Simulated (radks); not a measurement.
Spherical quantum dot in the effective-mass picture: electrons in a parabolic well V = omega^2 r^2 / 2 with omega = 3, all in effective atomic units (hartree* = m*/eps^2 hartree, bohr* = eps/m* bohr), one dielectric constant everywhere. Method: non-relativistic Kohn-Sham, LDA (Slater exchange, Perdew-Wang correlation), spin-polarised, spherical densities; computed with a radial shooting solver with Libxc functionals. Levels are named by radial order and angular momentum (1s, 1p, 1d, 2s, ...), and open shells are averaged over m. Results are scaled to m* = 0.059 and eps = 11.8, for which hartree* = 11.53 meV and bohr* = 10.58 nm.

N = 4, configuration 1s2 1p(up 2, down 0). This is the lowest configuration that the search found. Occupied and some empty levels:

| level | occupation | eigenvalue (meV) | <r> (nm) |
|---|---|---|---|
| 1s up | 1 | 94.871 | 7.501 |
| 1s down | 1 | 97.189 | 7.471 |
| 1p up | 2 | 124.29 | 9.745 |
| 1p down | 0 | 126.79 | 9.771 |
| 1d up | 0 | 155.20 | 11.51 |
| 1d down | 0 | 157.52 | 11.56 |
| 2s up | 0 | 157.64 | 10.63 |
| 2s down | 0 | 159.33 | 10.69 |
| 1f up | 0 | 187.07 | 13.01 |
| 1f down | 0 | 189.08 | 13.08 |

Energy (meV): total 349.085, kinetic 121.75, external 157.52, Hartree 101.56, exchange-correlation -31.745.

Electron density:

| r (nm) | n(r) (e/nm^3) |
|---|---|
| 0.369 | 0.001170 |
| 1.30 | 0.001162 |
| 2.22 | 0.001141 |
| 3.15 | 0.001104 |
| 4.08 | 0.001047 |
| 5.00 | 0.0009669 |
| 5.93 | 0.0008653 |
| 6.86 | 0.0007466 |
| 7.78 | 0.0006186 |
| 8.71 | 0.0004908 |
| 9.64 | 0.0003718 |
| 10.6 | 0.0002684 |
| 11.5 | 0.0001842 |
| 12.4 | 0.0001208 |
| 13.3 | 0.00007487 |
| 14.3 | 0.00004438 |
| 15.2 | 0.00002483 |
| 16.1 | 0.00001331 |
| 17.1 | 6.727e-06 |
| 18.0 | 3.231e-06 |
